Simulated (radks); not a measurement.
Values are calculated unless marked as measured or tabulated.
Species: Ar V. Configuration: [Ne] 3s1 3p3 (not the ground configuration).

Level of theory: non-relativistic Kohn-Sham, LDA (Slater exchange, Perdew-Wang correlation), spin-polarised, spherical densities, point nucleus; open shells are filled with parallel spins first (a radial shooting solver on a logarithmic mesh with Libxc functionals).

Energy parts (eV):
part                      energy
total                 -14157.258
kinetic                14135.763
electron-nucleus      -32809.318
Hartree                 5264.625
exchange-correlation    -748.328

Orbitals (lengths in bohr, moments of r in powers of bohr; <r^-3> diverges for s and p1/2):
orbital,occ.,eigenvalue (eV),<1/r>,<r^-3>
1s up,1,-3168.030,17.50,-
1s down,1,-3166.699,17.50,-
2s up,1,-362.4607,3.522,-
2s down,1,-360.9685,3.527,-
2p up,3,-298.9100,3.451,125.5
2p down,3,-297.1974,3.455,125.7
3s up,1,-83.9236,1.118,-
3s down,0,-75.6795,1.109,-
3p up,3,-68.1687,1.031,16.08
3p down,0,-60.2302,1.013,15.61
3d up,0,-44.9786,0.8371,1.280
3d down,0,-37.9960,0.8040,1.214
4s up,0,-31.5212,0.5021,-
4s down,0,-29.4179,0.4717,-
4p up,0,-26.6138,0.4607,4.311
4p down,0,-24.8937,0.4343,3.872
4f up,0,-16.2928,0.3343,0.06275
4f down,0,-15.0322,0.2916,0.04042

The highest occupied level is 3p up at -68.169 eV. The configuration is held as typed, so some empty levels lie below it. The spin density at the nucleus is 19.84 e/bohr^3 (1s -0.35, 2s -0.21, 3s 20.39), a Fermi contact field of 1.04e+03 T.
